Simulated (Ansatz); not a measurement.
Program: Ansatz. Geometries: PBE0-D4/def2-TZVP. ΔE: electronic, gas phase. CCSD(T)/CBS is the MP2 limit (def2-TZVPP, def2-QZVPP) plus CCSD(T) − MP2 in def2-TZVPP, frozen cores. DFT in def2-TZVPP. For Br outer-core shells are correlated without core-valence functions, which leaves a few kJ/mol of doubt a bond. Scalar relativity is left out up to krypton. One conformer a species, not always the lowest.

Reaction (cleavage of the Si–Si bond): `O[SiH2][SiH](O)Cl` + HBr → `O[SiH](Cl)Br` + `O[SiH3]`

CCSD(T)/CBS gives -113.5 kJ/mol.

Another level gave -102.5 kJ/mol. Which?
A. SCS-MP2/def2-TZVPP
B. HF/def2-TZVPP
C. ωB97X-V/def2-TZVPP
D. PBE0-D4/def2-TZVPP

D. PBE0-D4 -102.5, ωB97X-V -108.2, HF/def2-TZVPP -126.5, SCS-MP2/def2-TZVPP -119.7 kJ/mol.

Largest T1 diagnostic among the species: 0.011.

The D4 term adds +3.4 kJ/mol with B3LYP and +2.3 kJ/mol with PBE0; it sums over pairs of atoms, weighted by their polarisabilities, and B3LYP, whose exchange is more repulsive, gets the larger term. In def2-TZVPP, CCSD(T) changes the Hartree–Fock value by +16.9 kJ/mol (the triples alone add +1.4 kJ/mol) and MP2 by +5.1 kJ/mol. From PBE to PBE0 (25 % exact exchange), in def2-TZVPP and without D4, ΔE moves by −6.8 kJ/mol.

B3LYP here is the variant with VWN-RPA as its local correlation; programs differ in this.
